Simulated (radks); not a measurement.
Results of a calculation; reference values are marked as such.
Task: Ionisation of Se3+, [Ar] 3d10 4s2 4p1, to Se4+, [Ar] 3d10 4s2, under several functionals. Scalar-relativistic Kohn-Sham, spin-unpolarised, spherical densities, point nucleus; a radial shooting solver on a logarithmic mesh with Libxc functionals. Known Delta-SCF values: PW91 42.311 eV; SOGGA 42.062 eV. What does PBE give, and what is its highest occupied eigenvalue?

Result: 42.184 eV by Delta-SCF; the 4p eigenvalue is -36.415 eV. NIST: 42.947 eV (measured).

Beside tabulated values, note that spin-unpolarised runs miss the spin-polarisation part of the exchange energy of open shells.
